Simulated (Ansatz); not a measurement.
Relaxation of CH3BO2 (7 atoms, charge 0, multiplicity 1), to a largest force component of 0.015 eV/Å in at most 40 steps.

Computed with RKS r2SCAN/def2-SVP (Ansatz).

```xyz
7
Properties=species:S:1:pos:R:3
O -0.126 -2.017 0.720
C -0.092 -1.075 -0.112
B 0.211 0.383 0.342
O 0.427 1.468 -0.629
H -0.242 -1.289 -1.181
H 0.418 0.627 1.500
H -0.535 1.834 -0.686
```

Problem. Where does it end, and by what steps?

Solution. It converged. After 10 steps the energy has fallen by 1.185 eV; H7 moved furthest, 0.70 Å.

| step | energy less start (eV) | largest force component (eV/Å) | accepted |
| --- | --- | --- | --- |
| 0 | 0.0000 | 3.245 | yes |
| 1 | -0.2898 | 1.964 | yes |
| 2 | -0.4272 | 0.780 | yes |
| 3 | -0.6119 | 2.107 | yes |
| 4 | -0.8451 | 1.222 | yes |
| 5 | -1.1063 | 0.573 | yes |
| 6 | -1.1775 | 0.422 | yes |
| 7 | -1.1833 | 0.246 | yes |
| 8 | -1.1850 | 0.037 | yes |
| 9 | -1.1851 | 0.024 | yes |
| 10 | -1.1852 | 0.004 | yes |

```xyz
7
Properties=species:S:1:pos:R:3
O 0.059 -2.058 0.712
C -0.049 -1.164 -0.105
B 0.066 0.386 0.291
O -0.050 1.261 -0.727
H -0.235 -1.417 -1.193
H 0.246 0.736 1.435
H 0.025 2.187 -0.459
```

Whether the end is a true minimum wasn't checked by a vibrational analysis.

Time of the run: 27 s on 1 thread of Intel(R) Xeon(R) Processor @ 2.70GHz, on a shared host, peak memory 0.16 GiB.
